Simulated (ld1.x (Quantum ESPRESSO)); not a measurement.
## Before and after: TM potential for As

- Element: arsenic
- Generator: ld1.x (Quantum ESPRESSO) 7.5
- Type: norm-conserving Troullier–Martins (Kleinman–Bylander form)
- Functional: PBEsol
- Relativity: fully relativistic
- Frozen core: [Ar] 3d10
- Valence charge: 5
- Reference configuration: 4s2 4p2 (charge +1)
- Partial waves: 4s (bound): rc 1.20 bohr; 4p (bound): rc 2.05 bohr; 4d channel at 0.25 Ry: rc 2.25 bohr
- Local potential: all-electron potential smoothed inside 1.80 bohr (lloc = -2)
- Core correction: none

Open shells are filled in proportion to 2j + 1 (rel_dist='average').

Change: wave 4s (bound): rc 1.20 bohr becomes 4s (bound): rc 0.92 bohr.

Cutoffs: the cutoffs (Ry, on a coarse ladder) from which the occupation-weighted sum of valence levels, in a spherical-Bessel basis at the reference potential, stays within 10 and 1 mRy of its value at 400 Ry; they do not see the model core or the augmentation charge, which bear on the density cutoff. Errors are all-electron minus pseudo energies relative to the spin-unpolarised reference configuration.

Question: Predict the effect on cutoff, ghosts and configuration errors.

Answer: A bound ghost appears in s, which as a rule spoils a file; of the 7 tests that both files solve, the error grows in 4 and shrinks in 1 by more than 15 % and 0.3 meV (median size 2.6 → 13.5 meV).

```csv
quantity,base,changed
"cutoff, loose",80 Ry,300 Ry
"cutoff, tight",160 Ry,over 300 Ry
loose cutoff by channel (10 mRy a level),"s 50 Ry, p 6 Ry","s 300 Ry, p 6 Ry"
bound ghosts,none,s
"error for 4s2 4p3, meV [ΔE -9.16 eV]",-1.2,-1.3
"error for 4s2 4p1, meV [ΔE 17.95 eV]",-2.6,-3.8
"error for 4s2 4p0, meV [ΔE 45.67 eV]",-2.2,-14
"error for 4s1 4p0, meV [ΔE 96.30 eV]",+99,+64
"error for 4s0 4p5, meV [ΔE 9.90 eV]",+68,+256
"error for 4s2 4p3.3, meV [ΔE -10.40 eV]",-1.6,-1.8
"error for 4s1 4p4, meV [ΔE 0.26 eV]",+8.5,+21
s: phases at 2.45 bohr within 0.05 rad from the reference energy up to (Ry; the scan ends near 5),1.2,1.3
p1/2: phases at 2.45 bohr within 0.05 rad from the reference energy up to (Ry; the scan ends near 5),2.4,2.4
p3/2: phases at 2.45 bohr within 0.05 rad from the reference energy up to (Ry; the scan ends near 5),2.5,2.5
d3/2: phases at 2.45 bohr within 0.05 rad from the reference energy up to (Ry; the scan ends near 5),3.9,3.9
d5/2: phases at 2.45 bohr within 0.05 rad from the reference energy up to (Ry; the scan ends near 5),3.9,3.9
```

 A true bound ghost makes a file unfit for plane-wave use even where its test errors are small: the radial tests pick states by their node count and pass the ghost by.
